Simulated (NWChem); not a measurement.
System meant: CdSiH3OCl; SMILES [Cl][Cd][O][SiH3]

Here is an NWChem input.

```
start job
memory heap 200 mb stack 900 mb global 1100 mb
geometry units angstroms noautoz
  Cd     0.434334    -0.435920     0.012247
  Cl    -0.225566    -2.619634    -0.019598
  O      1.118500     1.417808     0.043382
  Si     0.268989     2.856810    -0.009494
  H     -0.557482     2.990111    -1.268824
  H      1.261440     3.986833     0.032783
  H     -0.679961     3.006841     1.158227
end
basis spherical
  * library def2-svp
end
ecp
  Cd library def2-ecp
end
dft
  odft
  mult 2
  xc pbe0
  iterations 150
  mulliken
end
task dft energy
```

End of the output:

```
                                 NWChem DFT Module
                                 -----------------

 Summary of "ao basis" -> "ao basis" (spherical)
 ------------------------------------------------------------------------------
       Tag                 Description            Shells   Functions and Types
 ---------------- ------------------------------  ------  ---------------------
 Cd                         def2-svp                11       31   5s3p2d1f
 Cl                         def2-svp                 8       18   4s3p1d
 O                          def2-svp                 6       14   3s2p1d
 Si                         def2-svp                 8       18   4s3p1d
 H                          def2-svp                 3        5   2s1p

 Summary of "ao basis" -> "ao basis" (spherical)
 ------------------------------------------------------------------------------
       Tag                 Description            Shells   Functions and Types
 ---------------- ------------------------------  ------  ---------------------
 Cd                         def2-svp                11       31   5s3p2d1f
 Cl                         def2-svp                 8       18   4s3p1d
 O                          def2-svp                 6       14   3s2p1d
 Si                         def2-svp                 8       18   4s3p1d
 H                          def2-svp                 3        5   2s1p

  number of electrons :                   62
  multiplicity        :                    2
 ------------------------------------------------------------------------
  no. of electrons and multiplicity not compatible                  62
 ------------------------------------------------------------------------
 ------------------------------------------------------------------------
  current input line :
    25: task dft energy
 ------------------------------------------------------------------------
 ------------------------------------------------------------------------
 There is an error in the input file
 ------------------------------------------------------------------------
 For more information see the NWChem manual at https://nwchemgit.github.io

0: no. of electrons and multiplicity not compatible:Received an Error in Communication
```

Task: What is wrong, and how is it mended?

Result: The program refused the input. Cause: the multiplicity doesn't fit the number of electrons (an even count wants an odd multiplicity, and the reverse). This input runs:
```
start job
memory heap 200 mb stack 900 mb global 1100 mb
geometry units angstroms noautoz
  Cd     0.434334    -0.435920     0.012247
  Cl    -0.225566    -2.619634    -0.019598
  O      1.118500     1.417808     0.043382
  Si     0.268989     2.856810    -0.009494
  H     -0.557482     2.990111    -1.268824
  H      1.261440     3.986833     0.032783
  H     -0.679961     3.006841     1.158227
end
basis spherical
  * library def2-svp
end
ecp
  Cd library def2-ecp
end
dft
  xc pbe0
  iterations 150
  mulliken
end
task dft energy
```
It converges to -993.86740 Ha (PBE0/def2-SVP with def2 effective core potentials on Cd).
